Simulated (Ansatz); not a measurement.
Worked example: B(CH3)(SH)2 + CH4S2 → B(SH)3 + C2H6S

Species: B(CH3)(SH)2, singlet; CH4S2 (methyl hydrodisulfide) `CSS`, singlet; B(SH)3, singlet; C2H6S (dimethyl sulfide) `CSC`, singlet. The partners trade CH3 for SH: B–CH3 and S–SH bonds give way to B–SH and S–CH3.

Shapes, held fixed at every level: PBE0-D4/def2-TZVP. Flexible molecules stand in one conformer, not always the lowest. Programs: Ansatz 0.2.0. Electronic energies: no zero-point or thermal term.

At CCSD(T)/CBS estimate; 1 Eh = 2625.50 kJ/mol:

```
    species   energy (Eh)
B(CH3)(SH)2   -861.478015
      CH4S2   -836.007940
     B(SH)3  -1220.010074
      C2H6S   -477.488212
```

Q: Work out ΔE of the reaction at this level.

A: 
1. Products less reactants: (-1220.010074) + (-477.488212) − [(-861.478015) + (-836.007940)] = -0.012331 Eh = -32.4 kJ/mol.

Other levels give -40.0 (MP2/def2-TZVPP) to -26.6 kJ/mol (PBE-D4/def2-TZVPP). No measured value is set beside it here. The CBS estimate extrapolates MP2 from def2-TZVPP and def2-QZVPP and adds CCSD(T) − MP2 in the triple-zeta set, cores frozen.
